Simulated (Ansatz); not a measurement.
Start from `[NH2][GeH]1[CH2][O]1` and change one element to get `[NH2][GeH]1[CH2][S]1`.

Ansatz, PBE0-D4/def2-TZVP geometries, multiplicity 1. Each molecule was computed in one conformer, which needn't be the lowest.

Scalar relativity is left out up to krypton.

```csv
property,`[NH2][GeH]1[CH2][O]1`
size of the dipole moment (PBE/def2-TZVPP) / D,1.78
size of the dipole moment (B3LYP/def2-TZVPP) / D,1.91
LUMO energy (ωB97M-V/def2-TZVPP) / eV,1.87
HOMO–LUMO gap (ωB97M-V/def2-TZVPP) / eV,10.92
HOMO–LUMO gap (PBE/def2-TZVPP) / eV,4.75
LUMO energy (PBE0/def2-TZVPP) / eV,0.07
```

Question: What does the change do to each property? (Estimate.)

Answer: The calculation gave: 
```
                                        property  `[NH2][GeH]1[CH2][S]1`  shift
  size of the dipole moment (PBE/def2-TZVPP) / D                    1.96   0.18
size of the dipole moment (B3LYP/def2-TZVPP) / D                    1.97   0.06
           LUMO energy (ωB97M-V/def2-TZVPP) / eV                    1.76  -0.11
         HOMO–LUMO gap (ωB97M-V/def2-TZVPP) / eV                   10.54  -0.38
             HOMO–LUMO gap (PBE/def2-TZVPP) / eV                    4.40  -0.35
              LUMO energy (PBE0/def2-TZVPP) / eV                   -0.07  -0.14
```

With PBE0 the HOMO rises by 0.23 eV and the LUMO falls by 0.14 eV, so the gap narrows by about 0.37 eV. PBE moves the HOMO by 0.19 eV and ωB97M-V by 0.27 eV. Dipoles are sizes alone; their direction can turn.

Positive LUMOs are unbound, so they and the gaps depend on the basis.

B3LYP here is the variant with VWN-RPA as its local correlation; programs differ in this.
